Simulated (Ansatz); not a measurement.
```csv
atom,x (Å),y (Å),z (Å)
C,0.0000,0.0000,0.0000
Si,0.0000,1.4253,0.9080
Si,0.0000,-1.4253,0.9080
```

Basis set: cc-pVDZ (spherical functions). Correlated methods keep 11 orbitals frozen. Charge 0, multiplicity 1.

Computed with Ansatz (development build ahead of 0.2.0); the reference of a correlated method needn't be the lowest determinant of its kind. Restricted open shells among the atoms or ions are ROHF, correlated in semicanonical orbitals with singles.

(1) Give the atomization energy at this shape (free ground-state atoms in the same class of orbitals less the molecule, no zero-point energy) of singlet Si₂C by RHF-CCSD(T), RHF-CCSD.

## Answers

(1)

| method | atomization energy |
| --- | --- |
| RHF-CCSD(T) | 9.56 eV |
| RHF-CCSD | 9.12 eV |

Caution: large share of triples, a single reference is doubtful; no unrestricted run beside it, a lower state can exist; the reference determinant was not shown to be the lowest.
